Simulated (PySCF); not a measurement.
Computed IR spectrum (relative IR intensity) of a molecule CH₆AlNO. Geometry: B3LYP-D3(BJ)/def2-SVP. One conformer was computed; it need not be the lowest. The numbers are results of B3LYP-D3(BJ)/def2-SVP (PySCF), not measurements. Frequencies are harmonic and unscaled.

```json
[
 {"ν (cm⁻¹)": "224", "relative intensity": "9.8"},
 {"ν (cm⁻¹)": "277", "relative intensity": "27"},
 {"ν (cm⁻¹)": "364", "relative intensity": "8.0"},
 {"ν (cm⁻¹)": "406", "relative intensity": "100"},
 {"ν (cm⁻¹)": "518", "relative intensity": "63"},
 {"ν (cm⁻¹)": "626", "relative intensity": "17"},
 {"ν (cm⁻¹)": "661", "relative intensity": "15"},
 {"ν (cm⁻¹)": "703", "relative intensity": "13"},
 {"ν (cm⁻¹)": "822", "relative intensity": "68"},
 {"ν (cm⁻¹)": "906", "relative intensity": "69"},
 {"ν (cm⁻¹)": "1220", "relative intensity": "10"},
 {"ν (cm⁻¹)": "1530", "relative intensity": "20"},
 {"ν (cm⁻¹)": "3104", "relative intensity": "3.0"},
 {"ν (cm⁻¹)": "3115", "relative intensity": "4.8"},
 {"ν (cm⁻¹)": "3570", "relative intensity": "6.4"},
 {"ν (cm⁻¹)": "3653", "relative intensity": "5.9"},
 {"ν (cm⁻¹)": "3937", "relative intensity": "27"}
]
```

**Question.** Which structure fits?
A) [CH3][Al]([NH2])[OH]
B) C[NH][AlH][OH]
C) C[O][AlH][NH2]

**Answer.** A, [CH3][Al]([NH2])[OH]
